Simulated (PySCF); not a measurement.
**Ions at one geometry of Yb(OH)2**

PySCF 2.14.0, RKS PBE0, Yb def2-SVP with ECP28, O def2-SVP, H def2-SVP; non-relativistic Hamiltonian with scalar-relativistic core potentials where named; density fitting; no spin-orbit coupling; singlets restricted, open shells unrestricted. The geometry is relaxed for charge 0, singlet, vacuum:

```xyz
5

Yb    0.0000    0.0000   -0.3583
O     1.8324   -0.0383    0.5290
H     2.5409   -0.0521    1.1706
O    -1.8324    0.0383    0.5290
H    -2.5409    0.0521    1.1706
```

Energies count from the relaxed state; an electron taken off or put on is at rest in vacuum. Charges and spins are Mulliken's.

```tsv
state	energy (eV)	spin squared	charge on Yb1 (e)	spin on Yb1 (e)	dipole about the centre of mass (D)
charge 0, singlet, vacuum	0.00	0.00	0.91	0.00	3.03
charge +1, doublet, vacuum	6.99	0.75	1.60	0.91	2.13
```

Task: What does the state charge -1, doublet, vacuum give?

Result: energy (eV) -0.15, spin squared 0.77, charge on Yb1 (e) -0.06, spin on Yb1 (e) 1.00, dipole about the centre of mass (D) 3.81.

With an electron taken off (doublet) the charges change, summed by element, by Yb +0.69 e, O +0.14 e, H +0.17 e. The vertical ionisation energy is 6.99 eV, against −ε(HOMO) = 4.02 eV of the relaxed state. The level lies 3.0 eV too high, as is usual for semilocal functionals and global hybrids, which keep a self-interaction error.

With an electron put on (doublet) the charges change, summed by element, by Yb -0.97 e, O +0.02 e, H -0.05 e. The vertical electron affinity is 0.15 eV, against −ε(LUMO) = 1.26 eV of the relaxed state. The basis has no diffuse functions, which an added electron needs. The added electron's level lies above zero.

Open shells may have lower solutions than those found.
